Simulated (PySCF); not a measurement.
## Magnetisability: SMILES C=CCCC(=O)OC, C₆H₁₀O₂

Molfile (atoms numbered from 1):
```
C6H10O2
     RDKit          3D

 18 17  0  0  0  0  0  0  0  0999 V2000
   -3.4653    0.4874    0.7260 C   0  0  0  0  0  0  0  0  0  0  0  0
   -2.5477   -0.2350    0.1122 C   0  0  0  0  0  0  0  0  0  0  0  0
   -1.2388    0.2938   -0.3805 C   0  0  0  0  0  0  0  0  0  0  0  0
   -0.0710   -0.4425    0.2780 C   0  0  0  0  0  0  0  0  0  0  0  0
    1.2652    0.0470   -0.2295 C   0  0  0  0  0  0  0  0  0  0  0  0
    1.4361    0.8508   -1.1056 O   0  0  0  0  0  0  0  0  0  0  0  0
    2.2667   -0.5479    0.4359 O   0  0  0  0  0  0  0  0  0  0  0  0
    3.5841   -0.1782    0.0520 C   0  0  0  0  0  0  0  0  0  0  0  0
   -3.3278    1.5405    0.9086 H   0  0  0  0  0  0  0  0  0  0  0  0
   -4.3937    0.0622    1.0676 H   0  0  0  0  0  0  0  0  0  0  0  0
   -2.7120   -1.2917   -0.0575 H   0  0  0  0  0  0  0  0  0  0  0  0
   -1.1688    0.1577   -1.4629 H   0  0  0  0  0  0  0  0  0  0  0  0
   -1.1578    1.3619   -0.1751 H   0  0  0  0  0  0  0  0  0  0  0  0
   -0.0925   -0.3107    1.3616 H   0  0  0  0  0  0  0  0  0  0  0  0
   -0.1313   -1.5154    0.0799 H   0  0  0  0  0  0  0  0  0  0  0  0
    3.7477    0.8860    0.2325 H   0  0  0  0  0  0  0  0  0  0  0  0
    3.7418   -0.3823   -1.0087 H   0  0  0  0  0  0  0  0  0  0  0  0
    4.2563   -0.7772    0.6605 H   0  0  0  0  0  0  0  0  0  0  0  0
  1  2  2  0
  2  3  1  0
  3  4  1  0
  4  5  1  0
  5  6  2  0
  5  7  1  0
  7  8  1  0
  1  9  1  0
  1 10  1  0
  2 11  1  0
  3 12  1  0
  3 13  1  0
  4 14  1  0
  4 15  1  0
  8 16  1  0
  8 17  1  0
  8 18  1  0
M  END
```

Method: PySCF, GIAO B3LYP/pcSseg-1 magnetisability, rotational g tensor and spin-rotation constants, non-relativistic, gas phase. Geometry: GFN2-xTB.

Question: How diamagnetic is it, and how anisotropic?

Answer: Isotropic -1151 × 10⁻³⁰ J/T², or -69.3 × 10⁻⁶ cm³/mol; principal values -1231, -1188, -1034 × 10⁻³⁰ J/T², anisotropy 179 × 10⁻³⁰ J/T² (root of half the summed squared differences of the principal values). The susceptibility is in cgs units.

Question: Split it along the inertial axes a, b, c into diamagnetic and paramagnetic parts about the centre of mass, with the quadrupole moment.

Answer: 
| axis | χ (10⁻⁶ cm³/mol) | diamagnetic (10⁻⁶ cm³/mol) | paramagnetic (10⁻⁶ cm³/mol) | summed x² of all electrons (Å²) | quadrupole Θ (D Å) |
| --- | --- | --- | --- | --- | --- |
| a | -71.6 | -270.3 | 198.7 | 359.9 | +8.17 |
| b | -63.9 | -1617.7 | 1553.8 | 42.3 | -9.75 |
| c | -72.4 | -1706.6 | 1634.2 | 21.4 | +1.58 |

Anisotropies 2χaa − χbb − χcc = -6.8 and 2χbb − χaa − χcc = +16.1 × 10⁻⁶ cm³/mol. Θ is traceless in Buckingham's convention.

Question: And the rotational g tensor?

Answer: 
| axis | rotational constant (GHz) | g | nuclear part | electronic part |
| --- | --- | --- | --- | --- |
| a | 7.3781 | -0.0632 | 0.6255 | -0.6887 |
| b | 0.8038 | -0.0058 | 0.5810 | -0.5868 |
| c | 0.7565 | -0.0048 | 0.5760 | -0.5808 |

Asymmetric top; isotopes 12C, 1H, 16O; no vibrational averaging.
